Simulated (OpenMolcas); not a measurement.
Levels of Cl³⁺ by method

```json
{"Program": "OpenMolcas", "Basis": "ANO-R2 [5s4p3d1f]", "Scalar Hamiltonian": "X2C, finite nucleus", "Active space": "4 electrons in 9 orbitals (RAS2 3s 3p; RAS3 3d, at most 2 electrons)", "State averaging": "2S+1 = 3 even, 6 roots; 2S+1 = 1 even, 12 roots; 2S+1 = 5 odd, 1 root; 2S+1 = 3 odd, 8 roots; 2S+1 = 1 odd, 8 roots", "Spin-orbit coupling": "RASSI with atomic mean-field integrals over the reference wave functions, term energies averaged over their components"}
```

Methods on the same reference wave functions:
A. RASSCF
B. SS-RASPT2, IPEA 0.25 Eh, imaginary shift 0.1 Eh (closed shells correlated: 2s 2p)
C. MS-RASPT2, IPEA 0.25 Eh, imaginary shift 0.1 Eh (closed shells correlated: 2s 2p)

Energies in cm⁻¹ above 3s² 3p² ³P₀, the measured ground level; measured values from Moore, Atomic Energy Levels, vol. I, NSRDS-NBS 35 (1971 reprint of NBS Circular 467, 1949).

```json
{"Level": "3s² 3p² ³P₀", "A": "0.0", "B": "0.0", "C": "0.0", "Measured": "0.0"}
{"Level": "3s² 3p² ³P₁", "A": "432", "B": "434", "C": "436", "Measured": "491"}
{"Level": "3s² 3p² ³P₂", "A": "1203", "B": "1202", "C": "1206", "Measured": "1341"}
{"Level": "3s² 3p² ¹D₂", "A": "16068", "B": "14140", "C": "14140", "Measured": "13766"}
{"Level": "3s² 3p² ¹S₀", "A": "35852", "B": "33470", "C": "33390", "Measured": "32550"}
{"Level": "3s 3p³ ⁵S°₂", "A": "67678", "B": "70240", "C": "70260", "Measured": ""}
{"Level": "3s 3p³ ³D°₁", "A": "102241", "B": "102200", "C": "102220", "Measured": ""}
{"Level": "3s 3p³ ³D°₂", "A": "102264", "B": "102230", "C": "102240", "Measured": ""}
{"Level": "3s 3p³ ³D°₃", "A": "102328", "B": "102290", "C": "102310", "Measured": ""}
{"Level": "3s 3p³ ³P°₂", "A": "120899", "B": "120140", "C": "120160", "Measured": "120256"}
{"Level": "3s 3p³ ³P°₁", "A": "120934", "B": "120180", "C": "120200", "Measured": "120274"}
{"Level": "3s 3p³ ³P°₀", "A": "120939", "B": "120180", "C": "120200", "Measured": ""}
{"Level": "3s 3p³ ¹D°₂", "A": "132041", "B": "130380", "C": "130400", "Measured": ""}
```

Deviations, from unrounded energies. A percentage is the sum of absolute deviations over the sum of measured energies, with the sign that they share, or ± where signs differ.

```
                        Against measurement  Levels      A      B      C
             mean absolute deviation (cm-1)       6   1200    280    260
      fine structure of the ground term (%)       2  -10.8  -10.7  -10.4
other terms of the ground configuration (%)       2  +12.1   +2.8   +2.6
                   other configurations (%)       2   +0.5   -0.1   -0.1
```

C lies closest to measurement on these levels and A furthest from it. The largest miss of C in the table is 3s² 3p² ¹S₀, by +840 cm-1. The ranking rests on the paired levels alone, and a cruder setting can come out closer through cancelling errors.

Between B and C the level of the table that moves most is 3s² 3p² ¹S₀, by 87 cm-1 (lowest in C, highest in B). Moves below CASPT2's spread within the term are not significant.

The mean deviations of B to C differ by less than CASPT2's widest spread within a term (29 cm-1), so their order carries little weight.

From A to B the spin-free energies of the other terms of 3s² 3p² shown, above ³P, scale by factors of 0.87 to 0.93.

The lowest spin-free term lies below A's lowest term by 0.206 hartree in B, 0.206 hartree in C.

CASPT2 breaks the degeneracy within a term, and the mean is taken; among the terms shown or strongly mixed into the levels shown the widest spread is 29 cm-1 (3s² 3p² ¹D, C). Configurations are named by rounded mean occupations; where the s occupation lies near a half they are strongly mixed, a name can repeat and a true partner stay unpaired. Some terms take much of their weight from 3d, a shell meant for correlation, so their names are nominal. Some terms mix strongly with configurations of 3d, whose occupation reaches 0.55 (3s 3p³ ³D°, 3s 3p³ ³P°, 3s 3p³ ¹D°). Measured partners are found by configuration, term and J. A level has none where our copy of the source lacks it or the pairing is in doubt (some pairs that miss far off the trend of their configuration count as doubtful), and it then counts in no deviation. Levels of configurations outside the active space are missing. Levels that lie high or do not pair safely by name in every column are left out.

° marks odd parity.
